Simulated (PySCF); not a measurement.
Ga(F)(OSiH3)2, H6FGaO2Si2, SMILES [F][Ga]([O][SiH3])[O][SiH3], singlet, PBE0/def2-SVP optimised geometry.

```
12

Ga    -0.23     0.82     0.96
F     -0.54     1.72     2.42
O     -1.59     0.25     0.00
Si    -3.25     0.25     0.00
H     -3.78    -0.47     1.20
H     -3.71    -0.45    -1.23
H     -3.78     1.65     0.00
O      1.43     0.53     0.50
Si     2.34    -0.19    -0.69
H      2.02    -1.65    -0.79
H      3.78    -0.03    -0.33
H      2.09     0.45    -2.01
```

Density from PBE0/def2-TZVP (PySCF 2.14.0) at that geometry.

Minimum of the electron density along straight lines between bonded atoms, close to the bond critical point (lines longer than 1.1 times the sum of covalent radii, or with two minima, are not listed):

```tsv
bond	length / Å	ρ at the minimum / e bohr⁻³	∇²ρ there / e bohr⁻⁵	position (fraction from the first atom)
Ga1–F2	1.739	0.138	0.89	0.49
Ga1–O3	1.756	0.141	0.81	0.49
O3–Si4	1.664	0.129	0.77	0.59
Si4–H5	1.495	0.121	0.14	0.49
Si4–H6	1.491	0.122	0.14	0.49
Si4–H7	1.495	0.121	0.14	0.49
Ga1–O8	1.751	0.143	0.81	0.49
O8–Si9	1.663	0.129	0.78	0.59
Si9–H10	1.495	0.121	0.15	0.49
Si9–H11	1.490	0.122	0.14	0.49
Si9–H12	1.495	0.121	0.15	0.49
```
